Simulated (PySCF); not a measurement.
InBr3, SMILES [Br][In]([Br])[Br]. Heavy atoms are numbered as in [In:1]([Br:2])([Br:3])[Br:4].

Geometry optimised at PBE-D3(BJ)/def2-SVP. The isomer is the one that the SMILES or the coordinates give; other isomers of the formula were not compared. The def2 effective core potentials stand for the cores of In; spin–orbit coupling is left out.

Method: PySCF with PBE/def2-TZVP.

ESP charges are fitted to the potential on shells at 1.4 to 2.0 van der Waals radii. Atomic charges (e), one atom of each kind:

| atom | Löwdin | ESP fit |
|---|---|---|
| In1 | -0.43 | [?] |
| Br2 | 0.14 | [?] |

**Question.** What belongs in the gaps? (Estimate from the structure and the level; the computed values follow.)

**Answer.** 
- In1, ESP fit: 0.46
- Br2, ESP fit: -0.15
